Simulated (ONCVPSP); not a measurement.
**Configuration tests for Ta (ONCV)**

```json
{
  "Element": "tantalum (Ta)",
  "Generator": "ONCVPSP 4.0.1",
  "Type": "optimised norm-conserving Vanderbilt (ONCV)",
  "Functional": "LDA (Perdew-Wang 92)",
  "Relativity": "scalar-relativistic",
  "Frozen core": "[Kr] 4d10",
  "Valence charge": "27",
  "Reference configuration": "4f14 5s2 5p6 5d3 6s1 6p1",
  "Partial waves": "5s+6s: rc 1.40 bohr, ncon 4, nbas 8, qcut 7.7 1/bohr, 2 projectors; 5p+6p: rc 1.70 bohr, ncon 4, nbas 9, qcut 9.9 1/bohr, 2 projectors; 5d: rc 2.45 bohr, ncon 3, nbas 8, qcut 6.1 1/bohr, 2 projectors, debl 3.6 Ha; 4f: rc 0.85 bohr, ncon 4, nbas 9, qcut 19.3 1/bohr, 1 projector",
  "Local potential": "polynomial inside 0.80 bohr (lpopt 5, dvloc0 4 Ha)",
  "Core correction": "Teter function, fcfact 5.5, rcfact 1.2"
}
```

Energies are relative to the spin-unpolarised reference configuration 4f14 5s2 5p6 5d3 6s1 6p1; without spin polarisation the order of configurations can differ from experiment.

**Question.** Give the all-electron excitation energy and the error of the potential for: 4f14 5s2 5p6 5d3 6s2 6p0; 4f14 5s2 5p6 5d3 6s1 6p0; 4f14 5s2 5p6 5d3 6s0 6p0; 4f14 5s2 5p6 5d2 6s2 6p0.

**Answer.**

```csv
valence configuration,charge,ΔE all-electron (eV),error AE − PS (meV)
4f14 5s2 5p6 5d3 6s2 6p0,0,-4.257,+0.7
4f14 5s2 5p6 5d3 6s1 6p0,+1,4.437,-1.9
4f14 5s2 5p6 5d3 6s0 6p0,+2,19.738,-6.7
4f14 5s2 5p6 5d2 6s2 6p0,+1,3.653,+3.2
```

Levels in the configuration 4f14 5s2 5p6 5d3 6s1 6p0:

| level | all-electron (eV) | pseudo (eV) |
| --- | --- | --- |
| 4f | -32.226 | -32.238 |
| 5s | -80.487 | -80.491 |
| 5p | -46.862 | -46.864 |
| 5d | -10.758 | -10.758 |
| 6s | -11.906 | -11.906 |

Note: ghosts flagged at negative energy: s at -276.7 eV, d at -2569.6 eV; GHOST(+) flagged for p at 120.0 eV. A true bound ghost makes a file unfit for plane-wave use.
